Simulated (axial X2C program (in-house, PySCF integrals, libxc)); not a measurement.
# Curves of ZnIn by EOM-EA-CCSD

Calculated with an in-house all-electron X2C program for linear molecules (integrals from PySCF): two-component X2C with atomic mean-field Coulomb and Gaunt terms, Gaussian nuclei, basis In dyall-acv3z, Zn dyall-acv3z with contracted cores.

Energies in eV from the lowest point of the lowest state; states are followed by energy order within each Ω. Reference: ZnIn⁺, 14 electrons correlated in 92 virtual spinors with an MP2 remainder; levels at this size can be off by some tenths of an eV. Masses 114.904 and 63.929 u.

| R (Å) | (1)Ω=1/2 | (1)Ω=3/2 | (2)Ω=1/2 | (3)Ω=1/2 | (2)Ω=3/2 | (4)Ω=1/2 |
| --- | --- | --- | --- | --- | --- | --- |
| 2.654 | 0.0948 | 0.2330 | 0.6202 | 2.4888 | 2.5539 | 3.1317 |
| 2.770 | 0.0345 | 0.1773 | 0.4793 | 2.3548 | 2.4173 | 3.0003 |
| 2.885 | 0.0075 | 0.1564 | 0.3901 | 2.2795 | 2.3389 | 2.9171 |
| 3.015 | 0.0000 | 0.1573 | 0.3313 | 2.2469 | 2.3027 | 2.8617 |
| 3.145 | 0.0048 | 0.1714 | 0.3007 | 2.2551 | 2.3072 | 2.8309 |

No minimum in range: (2)Ω=1/2, (4)Ω=1/2; the order of states may turn beyond it. T1 of the reference reaches 0.019 (Lee–Taylor). Curves followed by order can swap character. Number of frozen shells: In 4 s, 3 p, 2 d; Zn 3 s, 2 p. Roots with under 60 % one-particle weight at any point are counted in the labels but not shown, and the list ends where the roots sought for some Ω run out; states that need a further excitation are missing and may lie low or lowest. Curves with a minimum but no constants failed the fit check.
